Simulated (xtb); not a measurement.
COS, triplet, at a GFN2-xTB geometry (a higher spin typed on purpose: for a closed-shell molecule this is an excited state). Base run: GFN2-xTB (xtb 6.7.1).

Input for xtb:
```
$ xtb mol.xyz --gfn 2 --uhf 2 --json

# file mol.xyz
3

O     -1.61038921    -0.05734526    -0.06614538
C     -0.58674147     0.48825900     0.14288258
S      1.02522266    -0.15442449    -0.02050827
```

Each row names what was changed in the base input (with any setting that the change needs).

| change | ΔE vs base (kcal/mol) | dipole (D) | SCF cycles |
|---|---|---|---|
| base | 0.000 | 0.83 | 13 |
| acc = 0.0001 | 0.000 | 0.83 | 18 |
| gbsa = water | -0.151 | 1.12 | 13 |
| etemp = 10000 | -42.44 | 0.99 | 10 |
| file = coord | 0.000 | 0.83 | 13 |
| etemp = 3000 | -7.66 | 0.85 | 10 |
| acc = 0.1 | 0.000 | 0.83 | 15 |
| acc = 30 | 0.000 | 0.83 | 9 |
| etemp = 5000 | -15.22 | 0.90 | 10 |

ALPB and GBSA are two models with their own fitted parameters for each solvent, which aren't always the measured dielectric constant.
